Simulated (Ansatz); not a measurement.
`N[SiH2][SiH2][SiH3]` + `OBF` → `N[SiH2]OBF` + disilane  (cleavage of the Si–Si bond)

Calculated with Ansatz (gas phase, PBE0-D4/def2-TZVP geometries, no zero-point term in ΔE). CBS: MP2 limit from def2 TZ/QZ plus the TZ coupled-cluster correction, frozen cores. This one scheme is used for every species. Functionals use def2-TZVPP. B3LYP here is the variant with VWN-RPA as its local correlation; programs differ in this. One conformer a species, not always the lowest.

`N[SiH2][SiH2][SiH3]`:

Cartesian coordinates in Å:
```
N 1.002 -2.238 -1.313
Si 1.001 -0.586 -0.820
Si -0.936 -0.131 0.411
Si -0.909 2.077 1.180
H 0.818 -2.961 -0.636
H 1.670 -2.553 -1.999
H 1.034 0.249 -2.051
H 2.170 -0.158 0.012
H -1.008 -1.047 1.588
H -2.155 -0.359 -0.416
H -0.834 3.018 0.030
H 0.280 2.300 2.047
H -2.133 2.389 1.966
```

`OBF`:

```xyz
5

O     0.606   -0.680   -0.422
B    -0.197    0.065    0.356
F    -0.702    1.210   -0.101
H     0.756   -0.300   -1.294
H    -0.462   -0.295    1.461
```

`N[SiH2]OBF`:

Z-matrix (Å, degrees):
```
Si
O 1 1.669
N 1 1.697 2 112.7
H 1 1.480 2 107.3 3 118.9
H 1 1.480 2 107.3 3 -118.9
B 2 1.338 1 134.9 3 179.7
H 3 1.006 1 121.5 2 -75.8
H 3 1.006 1 121.4 2 75.8
F 6 1.334 2 120.3 1 0.0
H 6 1.195 2 121.6 1 -180.0
```

`[SiH3][SiH3]`:

Cartesian coordinates in Å:
```
Si -0.715 -0.375 0.846
Si 0.715 0.375 -0.846
H -1.449 0.772 1.446
H -1.705 -1.338 0.295
H 0.065 -1.053 1.916
H 1.703 1.341 -0.296
H -0.065 1.050 -1.918
H 1.451 -0.771 -1.444
```

Task: Is it downhill or uphill in electronic energy at CCSD(T)/CBS, and by how much? (Best estimate.)

Result: Computed: Downhill: ΔE = -107.7 kJ/mol.

Task: What do these levels give: PBE-D4, PBE0-D4, B3LYP-D4, ωB97X-V, CCSD(T)/def2-TZVPP, MP2/CBS(def2)? (Estimate.)

Result: The calculation gave: PBE-D4 -82.1, PBE0-D4 -89.5, B3LYP-D4 -106.9, ωB97X-V -106.6, CCSD(T)/def2-TZVPP -108.0, MP2/CBS(def2) -112.4 kJ/mol.

Largest T1 diagnostic among the species: 0.013.

In def2-TZVPP, CCSD(T) changes the Hartree–Fock value by +27.5 kJ/mol (the triples alone add +3.9 kJ/mol) and MP2 by +22.8 kJ/mol. The D4 term adds +4.5 kJ/mol with B3LYP and +2.8 kJ/mol with PBE0; it sums over pairs of atoms, weighted by their polarisabilities, and B3LYP, whose exchange is more repulsive, gets the larger term. From PBE to PBE0 (25 % exact exchange), in def2-TZVPP and without D4, ΔE moves by −7.3 kJ/mol.
